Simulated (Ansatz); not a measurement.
`C[N](C)[ZnH]` + `[F][Mg][SH]` → `C[S][Mg][F]` + `C[NH][ZnH]` at 400 K and 1 bar (substitution at a C–N bond).

Gas-phase electronic energies from Ansatz, PBE0-D4/def2-TZVP geometries. CCSD(T)/CBS is the MP2 limit (def2-TZVPP, def2-QZVPP) plus CCSD(T) − MP2 in def2-TZVPP, frozen cores. For Mg, Zn outer-core shells are correlated without core-valence functions, which leaves a few kJ/mol of doubt a bond. Scalar relativity is left out up to krypton. Each species was taken in one conformer, which may not be the lowest.

| species | CCSD(T)/CBS energy (Eh) | H − E (kJ/mol) | S (J/(mol·K)) |
| --- | --- | --- | --- |
| `C[N](C)[ZnH]` | -1913.37223 | 259.4 | 353.9 |
| `[F][Mg][SH]` | -698.17668 | 49.6 | 310.1 |
| `C[S][Mg][F]` | -737.42523 | 135.2 | 363.1 |
| `C[NH][ZnH]` | -1874.12279 | 180.7 | 329.0 |

H − E and S are ideal-gas, rigid-rotor, harmonic terms from PBE0-D4/def2-TZVP, for one conformer and one mirror image of each species. 1 Eh = 2625.50 kJ/mol, R = 8.31446 J/(mol·K).

Question: By hand: ΔE, ΔH, ΔS and ΔG.

Answer: ΔE = (-737.42523) + (-1874.12279) − (-1913.37223) − (-698.17668) = 0.00089 Eh = 2.3 kJ/mol. Δ(H − E) = 135.2 + 180.7 − 259.4 − 49.6 = 6.9, so ΔH = 9.2 kJ/mol. ΔS = 363.1 + 329.0 − 353.9 − 310.1 = 28.1 J/(mol·K). ΔG = 9.2 − 400 × (28.1)/1000 = -2.0 kJ/mol.

Question: By hand: the equilibrium constant, and the temperature at which ΔG would vanish if ΔH and ΔS stayed fixed.

Answer: log₁₀ K = −ΔG/(RT ln 10) = 0.3. ΔG = 0 at ΔH/ΔS = 327 K, though so small a ΔH makes that figure unsure.

TΔS isn't small against ΔH here. The sign of ΔG lies within the doubt. A doubt of 5 kJ/mol in ΔE shifts log₁₀ K by 0.7 here. Other conformers and mirror images would add mixing entropy, several J/(mol·K) or more a flexible species. These are equilibria of isolated gas molecules and say nothing of rates. Largest T1 diagnostic: 0.015 (customary marks: 0.02 for closed shells, 0.045 for open ones).
